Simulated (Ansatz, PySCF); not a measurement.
Dimer: HCl (SMILES Cl) (first 2 atoms) with CH2O (SMILES C=O); geometry from B3LYP-D3(BJ)/def2-TZVP, rigid monomers moved along the line of their centres of mass till H2···O4 is 2.13 Å.
(charge 0, multiplicity 1):
```xyz
6

Cl    -0.1523    -0.0562     0.4435
H      0.1496     0.4924     1.5878
C     -0.3271     0.0526     4.2747
O      0.2912     0.8969     3.6784
H     -0.3921     0.0620     5.3755
H     -0.8522    -0.7620     3.7468
```

Quantity: the interaction energy.

Counterpoise-corrected where a basis set is named; no monomer relaxation.

Cores are frozen in the correlated methods. CBS(a, b) extrapolates the correlation energy as X⁻³ and adds the Hartree–Fock energy of set b.

The values were computed with Ansatz (Gaussian basis) for Hartree–Fock, density functionals and correlated methods; PySCF for the dispersion terms. Each number belongs to the level named beside it.

Costs are ratios of core time to PBE/def2-TZVPPD (roughly 4 s), for whole runs (searches for the state included, and forces where a run took them) on one shared machine, so rough; each difference counts from -5.04 kcal/mol (CCSD(T)/CBS(aug-cc-pV(D+d)Z, aug-cc-pV(T+d)Z), a level with limits of its own).

A star marks coupled-cluster runs past 200 virtual orbitals, where the program's memory plan changes under this machine's limit, so their costs aren't comparable with smaller runs.

```json
[
 {"level": "PBE/def2-TZVPPD", "basis functions": "179", "cost": "×1", "difference (kcal/mol)": "0.16"},
 {"level": "PBE-D3(BJ)/def2-TZVPPD", "basis functions": "179", "cost": "×1", "difference (kcal/mol)": "-0.57"},
 {"level": "PBE0/def2-TZVPPD", "basis functions": "179", "cost": "×1", "difference (kcal/mol)": "0.24"},
 {"level": "PBE0-D3(BJ)/def2-TZVPPD", "basis functions": "179", "cost": "×1", "difference (kcal/mol)": "-0.44"},
 {"level": "r2SCAN/def2-TZVPPD", "basis functions": "179", "cost": "×1", "difference (kcal/mol)": "-0.17"},
 {"level": "r2SCAN-D3(BJ)/def2-TZVPPD", "basis functions": "179", "cost": "×1", "difference (kcal/mol)": "-0.43"},
 {"level": "B3LYP/def2-TZVPPD", "basis functions": "179", "cost": "×2", "difference (kcal/mol)": "0.82"},
 {"level": "B3LYP-D3(BJ)/def2-TZVPPD", "basis functions": "179", "cost": "×2", "difference (kcal/mol)": "-0.37"},
 {"level": "wB97X-V/def2-TZVPPD", "basis functions": "179", "cost": "×3", "difference (kcal/mol)": "-0.14"},
 {"level": "wB97M-V/def2-TZVPPD", "basis functions": "179", "cost": "×3", "difference (kcal/mol)": "-0.03"},
 {"level": "CCSD(T)/aug-cc-pV(D+d)Z", "basis functions": "105", "cost": "×4", "difference (kcal/mol)": "0.47"},
 {"level": "CCSD(T)/aug-cc-pV(T+d)Z", "basis functions": "216", "cost": "×100*", "difference (kcal/mol)": "0.19"}
]
```

Ansatz is a program for electronic structure.
